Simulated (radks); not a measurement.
Results of a calculation; reference values are marked as such.
Problem. Species: Pt+. Configuration: [Xe] 4f14 5d8 6p1 (not the ground configuration). Level of theory: Dirac Kohn-Sham, PBE, spin-unpolarised, spherical densities, finite nucleus; open shells fill j = l - 1/2 first; Fermi nuclear charge, rms radius 5.427 fm (a radial shooting solver on a logarithmic mesh with Libxc functionals). Some entries of the table are withheld. Estimate them.

orbital,occ.,eigenvalue (hartree),<r^2> (bohr^2),<1/r> (bohr^-1)
1s1/2,2,-2876.908,(1),93.89
2s1/2,2,-505.4138,0.006146,23.03
2p1/2,2,-484.5659,0.004356,(2)
2p3/2,4,-421.0320,0.005546,(3)
3s1/2,2,-119.0587,0.03995,8.457
3p1/2,2,-109.6683,0.03647,(4)
3p3/2,4,-95.70227,0.04292,(5)
3d3/2,4,-80.01517,0.03299,7.192
3d5/2,6,-77.00475,0.03474,6.945
4s1/2,2,-25.94133,0.1946,3.573
4p1/2,2,-21.95109,0.1989,3.464
4p3/2,4,-18.62522,0.2321,3.090
4d3/2,4,-12.07806,0.2467,2.884
4d5/2,6,-11.45950,0.2586,2.798
5s1/2,2,-4.18757,1.019,1.434
4f5/2,6,-3.09787,0.3200,2.408
4f7/2,8,-2.97093,0.3293,2.373
5p1/2,2,-2.91328,1.205,1.307
5p3/2,4,-2.36190,1.447,1.171
5d3/2,4,-0.67966,(6),0.8480
5d5/2,4,-0.62572,(7),0.8143
6p1/2,1,-0.32199,12.28,0.3841
6p3/2,0,-0.28068,14.96,0.3447

Solution. 
(1) 1s1/2 <r^2> (bohr^2): 0.0004063
(2) 2p1/2 <1/r> (bohr^-1): 23.00
(3) 2p3/2 <1/r> (bohr^-1): 18.86
(4) 3p1/2 <1/r> (bohr^-1): 8.372
(5) 3p3/2 <1/r> (bohr^-1): 7.295
(6) 5d3/2 <r^2> (bohr^2): 2.838
(7) 5d5/2 <r^2> (bohr^2): 3.074
